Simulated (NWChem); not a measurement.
System: CCl2, singlet; SMILES Cl[C]Cl

Here is an NWChem input.

```
start job
memory heap 200 mb stack 900 mb global 1100 mb
geometry units angstroms noautosym nocenter noautoz
  Cl     1.421669     0.000000    -0.169289
  C      0.000000     0.000000     0.846797
  Cl    -1.421669     0.000000    -0.169289
end
basis spherical
  * library def2-tzvpd
end
dft
  xc xpbe96 cpbe96
  iterations 150
end
property
  response 1 0.0
end
task dft property
```

Parts of the log:

```
             Northwest Computational Chemistry Package (NWChem) 7.3.0
             --------------------------------------------------------

                             Geometry "geometry" -> ""
                             -------------------------

 Output coordinates in angstroms (scale by  1.889725989 to convert to a.u.)

  No.       Tag          Charge          X              Y              Z
 ---- ---------------- ---------- -------------- -------------- --------------
    1 Cl                  17.0000     1.42166900     0.00000000    -0.16928900
    2 C                    6.0000     0.00000000     0.00000000     0.84679700
    3 Cl                  17.0000    -1.42166900     0.00000000    -0.16928900

 Effective nuclear repulsion energy (a.u.)     115.5632039596

  pbe96 is a nonlocal functional; adding pw91lda local functional.
                              NWChem Property Module
                              ----------------------

                                 NWChem DFT Module
                                 -----------------

 Summary of "ao basis" -> "ao basis" (spherical)
 ------------------------------------------------------------------------------
       Tag                 Description            Shells   Functions and Types
 ---------------- ------------------------------  ------  ---------------------
 Cl                        def2-tzvpd               16       46   6s6p3d1f
 C                         def2-tzvpd               13       37   6s3p3d1f

            General Information
            -------------------
          SCF calculation type: DFT
          Wavefunction type:  closed shell.
          No. of atoms     :     3
          No. of electrons :    40
           Alpha electrons :    20
            Beta electrons :    20
          Charge           :     0
          Spin multiplicity:     1
          Use of symmetry is: off; symmetry adaption is: off
          Maximum number of iterations: 150
          AO basis - number of functions:   129
                     number of shells:    45
          Convergence on energy requested:  1.00D-06
          Convergence on density requested:  1.00D-05
          Convergence on gradient requested:  5.00D-04

              XC Information
              --------------
          PerdewBurkeErnzerhof Exchange Functional  1.000
            Perdew 1991 LDA Correlation Functional  1.000 local
           PerdewBurkeErnz. Correlation Functional  1.000 non-local

             Grid Information
             ----------------
          Grid used for XC integration:  medium
          Radial quadrature: Mura-Knowles
          Angular quadrature: Lebedev.
          Tag              B.-S. Rad. Rad. Pts. Rad. Cut. Ang. Pts.
          ---              ---------- --------- --------- ---------
          Cl                  1.00       88          13.0       590
          C                   0.70       49          11.0       434
          Grid pruning is: on
          Number of quadrature shells:   225
          Spatial weights used:  Erf1

      Superposition of Atomic Density Guess
      -------------------------------------

 Sum of atomic energies:        -956.62714449

      Non-variational initial energy
      ------------------------------

 Total energy =    -957.065925
 1-e energy   =   -1550.829094
 2-e energy   =     478.199966
 HOMO         =      -0.255389
 LUMO         =      -0.062178

   convergence    iter        energy       DeltaE   RMS-Dens  Diis-err
 ---------------- ----- ----------------- --------- --------- ---------
 d= 0,ls=0.0,diis     1   -957.9067910963 -1.07D+03  1.14D-02  1.88D+00
 d= 0,ls=0.0,diis     2   -957.0809307972  8.26D-01  1.04D-02  7.69D+00
 d= 0,ls=0.0,diis     3   -957.9651071377 -8.84D-01  3.55D-03  4.17D-01
 d= 0,ls=0.0,diis     4   -958.0175974863 -5.25D-02  1.05D-03  5.72D-02
 d= 0,ls=0.0,diis     5   -958.0239880550 -6.39D-03  2.36D-04  4.11D-03
  Resetting Diis
 d= 0,ls=0.0,diis     6   -958.0245332472 -5.45D-04  5.27D-05  1.35D-04
 d= 0,ls=0.0,diis     7   -958.0245501023 -1.69D-05  1.35D-05  1.86D-06
 d= 0,ls=0.0,diis     8   -958.0245497354  3.67D-07  1.04D-05  4.60D-06
 d= 0,ls=0.0,diis     9   -958.0245501507 -4.15D-07  3.53D-06  9.11D-07

         Total DFT energy =     -958.024550150691
      One electron energy =    -1550.994162376770
           Coulomb energy =      538.758799852870
    Exchange-Corr. energy =      -61.352391586417
 Nuclear repulsion energy =      115.563203959626

 Numeric. integr. density =       39.999998819521

                       DFT Final Molecular Orbital Analysis
                       ------------------------------------

 Vector   18  Occ=2.000000D+00  E=-3.227733D-01
              MO Center=  2.4D-06, -8.7D-09, -1.5D-01, r^2= 3.2D+00
   Bfn.  Coefficient  Atom+Function         Bfn.  Coefficient  Atom+Function
  ----- ------------  ---------------      ----- ------------  ---------------
    17      0.403886  1 Cl py               100     -0.403885  3 Cl py
    20      0.238063  1 Cl py               103     -0.238063  3 Cl py
    14      0.187943  1 Cl py                97     -0.187943  3 Cl py
     8     -0.154563  1 Cl py                91      0.154563  3 Cl py
    11     -0.069852  1 Cl py                94      0.069851  3 Cl py

 Vector   19  Occ=2.000000D+00  E=-2.968339D-01
              MO Center=  1.5D-06,  1.3D-09, -1.3D-01, r^2= 3.3D+00
   Bfn.  Coefficient  Atom+Function         Bfn.  Coefficient  Atom+Function
  ----- ------------  ---------------      ----- ------------  ---------------
    16      0.314981  1 Cl px                99      0.314981  3 Cl px
    18      0.270932  1 Cl pz               101     -0.270932  3 Cl pz
    19      0.182542  1 Cl px               102      0.182541  3 Cl px
    21      0.168954  1 Cl pz               104     -0.168954  3 Cl pz
    13      0.148100  1 Cl px                96      0.148100  3 Cl px

 Vector   20  Occ=2.000000D+00  E=-2.365606D-01
              MO Center=  4.2D-07,  8.3D-09,  5.9D-01, r^2= 2.6D+00
   Bfn.  Coefficient  Atom+Function         Bfn.  Coefficient  Atom+Function
  ----- ------------  ---------------      ----- ------------  ---------------
    50      0.348811  2 C  s                 18     -0.283811  1 Cl pz
   101     -0.283811  3 Cl pz                55      0.271476  2 C  pz
    51      0.218662  2 C  s                 58      0.219541  2 C  pz
    49      0.205394  2 C  s                 21     -0.195401  1 Cl pz
   104     -0.195401  3 Cl pz                15     -0.132986  1 Cl pz

 Vector   21  Occ=0.000000D+00  E=-1.674638D-01
              MO Center=  3.0D-07, -9.2D-09,  4.7D-01, r^2= 2.3D+00
   Bfn.  Coefficient  Atom+Function         Bfn.  Coefficient  Atom+Function
  ----- ------------  ---------------      ----- ------------  ---------------
    54      0.420402  2 C  py                57      0.398467  2 C  py
    60      0.253264  2 C  py                17     -0.228344  1 Cl py
   100     -0.228344  3 Cl py                20     -0.196506  1 Cl py
   103     -0.196506  3 Cl py                14     -0.111113  1 Cl py
    97     -0.111113  3 Cl py                 8      0.085732  1 Cl py

 Vector   22  Occ=0.000000D+00  E=-5.748849D-02
              MO Center= -1.3D-06, -9.5D-09,  6.1D-02, r^2= 4.2D+00
   Bfn.  Coefficient  Atom+Function         Bfn.  Coefficient  Atom+Function
  ----- ------------  ---------------      ----- ------------  ---------------
    50      0.392415  2 C  s                 58     -0.319790  2 C  pz
    55     -0.306793  2 C  pz                19      0.262319  1 Cl px
   102     -0.262319  3 Cl px                16      0.228731  1 Cl px
    99     -0.228731  3 Cl px                49      0.206101  2 C  s
    51      0.199868  2 C  s                  5     -0.184153  1 Cl s

 Vector   23  Occ=0.000000D+00  E=-1.477682D-02
              MO Center=  2.5D-07, -1.2D-08, -2.5D-01, r^2= 7.2D+00
   Bfn.  Coefficient  Atom+Function         Bfn.  Coefficient  Atom+Function
  ----- ------------  ---------------      ----- ------------  ---------------
    22      0.413239  1 Cl px               105      0.413239  3 Cl px
    53      0.354673  2 C  px                56      0.340186  2 C  px
     5     -0.217737  1 Cl s                 59      0.216790  2 C  px
    88      0.217737  3 Cl s                  4     -0.209616  1 Cl s
    87      0.209616  3 Cl s                 24     -0.184307  1 Cl pz

     Multipole analysis of the density
     ---------------------------------

     L   x y z        total         alpha         beta         nuclear
     -   - - -        -----         -----         ----         -------
     0   0 0 0     -0.000000    -20.000000    -20.000000     40.000000

     1   1 0 0      0.000003      0.000002      0.000002      0.000000
     1   0 1 0      0.000000      0.000000      0.000000      0.000000
     1   0 0 1     -0.401969      0.436840      0.436840     -1.275648

     2   2 0 0    -21.568085   -133.483765   -133.483765    245.399445
     2   1 1 0      0.000000      0.000000      0.000000      0.000000
     2   1 0 1     -0.000001     -0.000001     -0.000001      0.000000
     2   0 2 0    -22.299792    -11.149896    -11.149896      0.000000
     2   0 1 1     -0.000000     -0.000000     -0.000000      0.000000
     2   0 0 2    -24.679480    -21.761616    -21.761616     18.843753

 *** CALLING NEW AORESP DRIVER FOR CLOSED AND OPEN SHELLS ***
 Entering AOResponse driver routine

--------------------------------------------------------------------------------

          -----------------------------------------------
          Solving response equations for perturbing field
          -----------------------------------------------

 number of frequencies:     1
 frequency in a.u.:  0.0000000E+00
 Perturbing field: electric
 Using El. Dipole Length Gauge

 Setting up CPKS with frequency omega =      0.00000000 a.u.

 STATIC response

                                NWChem CPHF Module
                                ------------------

  scftype          =     RHF
  nclosed          =       20
  nopen            =        0
  variables        =     2180
  # of vectors     =        3
  tolerance        = 0.10D-03
  level shift      = 0.00D+00
  max iterations   =       50
  max subspace     =       30

 SCF residual:    1.2162105615558771E-004

Iterative solution of linear equations
  No. of variables     2180
  No. of equations        3
  Maximum subspace       30
        Iterations       50
       Convergence  1.0D-04

   iter   nsub   residual    time
   ----  ------  --------  ---------
     1      3    1.32D+01      30.6
     2      6    4.58D+00      34.7
     3      9    6.60D-01      39.2
     4     12    7.20D-02      43.4
     5     15    2.81D-02      47.5
     6     18    3.39D-03      51.8
     7     21    5.52D-04      56.0
     8     24    1.03D-04      60.2
     9     27    7.21D-06      64.5

 Electric Dipole Response Matrix (nonzero elements):

              1        2        3
    1   65.8387  -0.0000   0.0000
    2   -0.0000  32.0921  -0.0000
    3    0.0000  -0.0000  41.2494

 ------------------------------------------
 average:        46.39339 + I       0.00000

 DFT Linear Response polarizability / au
 Frequency  =       0.0000000 / au
              X              Y              Z
 -----------------------------------------------
 X      65.8386643     -0.0000002      0.0000008
 Y      -0.0000002     32.0921318     -0.0000002
 Z       0.0000008     -0.0000002     41.2493882
 -----------------------------------------------
 Eigenvalues =      65.8386643     32.0921318     41.2493882
 Isotropic   =      46.3933948
 Anisotropic =      30.2267787
 -----------------------------------------------

 Magnetic Dipole Response Matrix (nonzero elements):

 Exiting AOResponse driver routine
```

Level: PBE/def2-TZVPD. Low-valent species are run as closed-shell singlets; no triplet was tried in these runs. All runs use the structure optimised with PBE-D3(BJ)/def2-SVP.
